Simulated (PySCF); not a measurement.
# Working out the ionisation energy of I²⁺

I²⁺ [Kr] 4d10 5s2 5p3 (4S) → I³⁺ [Kr] 4d10 5s2 5p2 (3P). Computed with PySCF 2.14 in aug-cc-pVQZ-PP with ECP28MDF, with scalar relativity through the core potential. Frozen: 4s2 4p6 4d10. Energies in hartree (1 hartree = 27.21139 eV):

```
             part  I²⁺ (lower)  I³⁺ (upper)
              UHF  -293.662923  -292.565845
MP2 opposite-spin    -0.053819    -0.045650
    MP2 same-spin    -0.018238    -0.008546
```

Task: What does Hartree-Fock give?

Result: (-292.565845) − (-293.662923) = 1.097078 hartree = 29.853 eV.

Task: What do MP2 and SCS-MP2 (6/5 opposite-spin, 1/3 same-spin) give?

Result: The opposite-spin parts differ by 0.222 eV and the same-spin parts by 0.264 eV. MP2: 29.853 + (0.222) + (0.264) = 30.339 eV. SCS-MP2: 29.853 + 1.2 × (0.222) + (0.264)/3 = 30.207 eV.

Reference: 29.57 ± 0.025 eV (measured; NIST Atomic Spectra Database, ionization energies), between the lowest levels; spin-orbit coupling is absent from the calculation.

What remains against the reference includes basis incompleteness, the frozen core and correlation beyond second order.
